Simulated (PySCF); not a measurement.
A GIAO shielding run with PySCF (density fitting, non-relativistic, gas phase) on `F[P@OH8-](F)(F)(F)(F)F`, [F6P]-:

```
$ OMP_NUM_THREADS=1 python probes_run.py task.json out

{"job": {"kind": "nmr", "xc": "PBE", "basis": "pcSseg-2", "pop": false}, "charge": -1, "multiplicity": 1}
F     -0.439184    -1.529143     0.331630
P      0.023814    -0.001892    -0.003671
F      0.942657    -0.550360    -1.234087
F     -0.895285     0.546587     1.226536
F      1.287248    -0.162886     1.014847
F     -1.239932     0.158755    -1.021834
F      0.487015     1.525381    -0.338653
```

Hardware: 1 thread of an Intel Xeon Platinum 8375C, shared host.

(1) How large is the calculation?

(2) How long does it take, and how much memory does it need?

(3) And these other runs on the same molecule and hardware: GIAO shielding at LC-wPBE/pcSseg-2; GIAO shielding at PBE0/6-311+G(2d,p); GIAO shielding at PBE0/6-31G; GIAO shielding at PBE0/6-31G*; GIAO shielding at PBE0/STO-3G?

Answers

(1) 70 electrons, 259 basis functions and 746 auxiliary functions.

(2) 36 s of wall time, with 12 SCF cycles; peak memory 1.1 GiB. Times on a shared host scatter by some tens of per cent.

(3) LC-wPBE/pcSseg-2: 259 functions, 48 s; PBE0/6-311+G(2d,p): 197 functions, 20 s; PBE0/6-31G: 67 functions, 7.2 s; PBE0/6-31G*: 102 functions, 11 s; PBE0/STO-3G: 39 functions, 3.3 s.
